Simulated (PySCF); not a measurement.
## EPR parameters of [C7H10O]+

Species: C7H10O (charge +1 and doublet state).
SMILES with atom numbers: `[CH2+:1][CH:2][C@@:3]1([CH3:4])[CH2:5][C@@H:6]1[CH:7]=[O:8]` (hydrogens: H9, H10 on C1; H11 on C2; H12, H13, H14 on C4; H15, H16 on C5; H17 on C6; H18 on C7)

Cartesian coordinates in Å at the GFN2-xTB level; atoms count from 1:
```xyz
18
C7H10O angstrom
C     -1.8971    1.5916   -0.3272
C     -1.5991    0.3162   -0.0279
C     -0.2851   -0.3099   -0.1487
C     -0.2195   -1.7828    0.0723
C      0.7664    0.2882   -1.0866
C      0.8923    0.6118    0.3571
C      1.9816    0.0040    1.1433
O      2.2947   -1.1423    1.2136
H     -1.1717    2.3184   -0.6559
H     -2.9161    1.9374   -0.2790
H     -2.3935   -0.3397    0.3037
H     -0.2950   -2.3237   -0.8737
H     -1.0162   -2.1252    0.7290
H      0.7531   -2.0771    0.4894
H      0.4775    1.0755   -1.7673
H      1.4536   -0.4322   -1.5091
H      0.6104    1.6078    0.6744
H      2.5550    0.7880    1.6809
```

The hyperfine couplings belong to this conformer and change with its torsions.

Computed, not measured: UKS B3LYP, pcH-1 on C H O, non-relativistic, mean-field spin-orbit, GIAO (PySCF 2.14.0). Isolated species at its GFN2-xTB geometry (one conformer only). Couplings are sensitive to structure, and on GFN2-xTB geometries they can be far from those on DFT ones, by a factor of two or more for some ions and for spin on atoms past the first row. No stability test was run, so a lower SCF solution isn't excluded.

```json
{
 "g1, g2, g3": "2.00217, 2.00233, 2.00439",
 "g_iso": "2.00296",
 "Form of g": "close to axial: the two nearest values differ by 7 % of g3 − g1",
 "⟨S²⟩": "0.7601 (exact 0.7500)",
 "HOMO–LUMO gap, α and β orbitals": "5.70, 1.89 eV",
 "Total energy": "-347.63506 Eh"
}
```

Hyperfine couplings atom by atom, in MHz; T1 to T3 are the principal values of the dipolar part:

| atom | isotope | a_iso | T1 | T2 | T3 | Mulliken spin population |
| --- | --- | --- | --- | --- | --- | --- |
| C1 | 13C | 25.0 | -29.3 | -28.8 | 58.0 | 0.37 |
| C2 | 13C | -10.0 | -6.5 | -3.8 | 10.3 | 0.03 |
| C3 | 13C | 3.3 | -16.5 | -15.5 | 32.0 | 0.12 |
| C4 | 13C | -5.0 | -5.1 | -3.7 | 8.8 | 0.03 |
| C5 | 13C | 8.9 | -8.9 | -7.7 | 16.6 | 0.07 |
| C6 | 13C | -10.3 | -19.5 | -18.1 | 37.5 | 0.13 |
| C7 | 13C | -24.0 | -9.5 | -0.5 | 10.0 | -0.02 |
| O8 | 17O | -13.6 | -68.3 | 33.5 | 34.8 | 0.20 |
| H9 | 1H | -22.2 | -11.7 | -2.8 | 14.5 | -0.01 |
| H10 | 1H | -22.7 | -14.1 | -2.1 | 16.2 | -0.02 |
| H11 | 1H | -3.3 | -3.6 | -2.3 | 5.9 | 0.00 |
| H12 | 1H | 59.3 | -3.0 | -2.3 | 5.3 | 0.02 |
| H13 | 1H | 0.3 | -2.7 | -0.9 | 3.6 | 0.00 |
| H14 | 1H | 48.6 | -6.6 | -1.2 | 7.9 | 0.01 |
| H15 | 1H | -0.4 | -5.1 | -0.2 | 5.3 | 0.00 |
| H16 | 1H | 24.3 | -3.4 | -1.9 | 5.3 | 0.01 |
| H17 | 1H | -11.5 | -9.2 | 0.3 | 9.0 | -0.01 |
| H18 | 1H | 170.2 | -4.6 | -2.0 | 6.6 | 0.07 |

Largest spin populations (Mulliken): C1 (+0.37), O8 (+0.20), C6 (+0.13) and C3 (+0.12).

C2, the radical centre as drawn in `[CH2+][CH][C@@]1(C)C[C@@H]1C=O`, holds a spin population of +0.03 out of 1.

Axes: g1 points within 6° of the C6–H17 bond.

Under fast tumbling the dipolar parts average out, and these isotropic splittings remain (the largest six): 1 × 1H (H18, I = 1/2, 2 lines) with 6.07 mT, 3 × 1H (H12/H13/H14, I = 1/2, 4 lines) with 1.29 mT, 1 × 1H (H16, I = 1/2, 2 lines) with 0.87 mT, 1 × 1H (H10, I = 1/2, 2 lines) with 0.81 mT, 1 × 1H (H9, I = 1/2, 2 lines) with 0.79 mT and 1 × 1H (H17, I = 1/2, 2 lines) with 0.41 mT.

Nuclei that the bonding pattern makes equivalent are averaged, as if the motion that swaps them (rotation, inversion, ring flip) were fast. H9 and H10 aren't averaged: C1 is flat or nearly so (angle sum 360°), and its turn about the short C1–C2 bond (1.34 Å) is taken as slow. The three 1H nuclei of mean +36.1 MHz run from 0.3 to 59.3 MHz in the frozen geometry.

The 13C coupling of C1 (25.0 MHz) shows only in satellite lines or after enrichment, since that isotope makes up about 1.07 % of natural carbon.

The 17O coupling of O8 (-13.6 MHz) shows only in satellite lines or after enrichment, since that isotope makes up about 0.038 % of natural oxygen.

Examples of negative spin density at the nucleus (bohr⁻³): C7 (-0.0214), C6 (-0.0092) and C2 (-0.0089).
